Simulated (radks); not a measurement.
Removal energies from the titanium ion Ti11+, [Ne] 3s1, by Delta-SCF beside the eigenvalue of the level emptied. All-electron calculation, Dirac Kohn-Sham, PBE, spin-unpolarised, spherical densities, finite nucleus; Fermi nuclear charge, rms radius of each element as measured or else 0.836 A^(1/3) + 0.57 fm. Program: a radial shooting solver on a logarithmic mesh with Libxc functionals. Sub-shells are occupied by j as written (lower j first in brackets).

[
 {"removed from": "3s1/2", "final configuration": "[Ne]", "Delta-SCF (eV)": "291.83", "-eigenvalue (eV)": "279.05"},
 {"removed from": "2p3/2", "final configuration": "[He] 2s2 2p(1/2: 2, 3/2: 3) 3s1", "Delta-SCF (eV)": "752.23", "-eigenvalue (eV)": "714.11"},
 {"removed from": "2p1/2", "final configuration": "[He] 2s2 2p(1/2: 1, 3/2: 4) 3s1", "Delta-SCF (eV)": "758.50", "-eigenvalue (eV)": "720.07"},
 {"removed from": "2s1/2", "final configuration": "[He] 2s1 2p6 3s1", "Delta-SCF (eV)": "840.32", "-eigenvalue (eV)": "806.31"}
]
